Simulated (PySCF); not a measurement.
Fractional electron number in Pt²⁺ (platinum, charge +2)

The 5d beta orbital of [Xe] 4f14 5d8 is emptied in steps (occupation f), with all orbitals relaxed, ending at [Xe] 4f14 5d7. All numbers are calculated (PySCF 2.14, scalar relativity through the core potential, in def2-TZVP with the def2 core potential (60 electrons) (6s4p3d1f, 40 functions)). The exact energy is a straight line in f; departures are measured from the line between the end points of the same method.

Task: Among BHandHLYP, wB97X, MN15, which shows the largest delocalisation error (convex curve), and which is closest to linear?

Result: Most convex: MN15 (-0.834 eV at f = 0.4); closest to linear: wB97X (-0.414 eV).

```csv
f,BHandHLYP (eV),wB97X (eV),MN15 (eV)
1,0.000,0.000,0.000
0.8,-0.398,-0.272,-0.559
0.6,-0.601,-0.411,-0.837
0.4,-0.607,-0.414,-0.834
0.2,-0.409,-0.277,-0.552
0,0.000,0.000,0.000
```

```tsv
method	E(f=0) − E(f=1) (eV)	−ε at f=1 (eV)	−ε at f=0.4 (eV)
BHandHLYP	31.058	28.593	31.535
wB97X	31.183	29.499	31.515
MN15	31.285	27.791	32.003
```

Reference removal energy between the ground levels: 29 ± 1.6 eV (theoretical estimate listed by NIST; NIST Atomic Spectra Database, ionization energies). The calculation has no spin-orbit coupling. The determinant left behind need not be the lowest term of the ion.
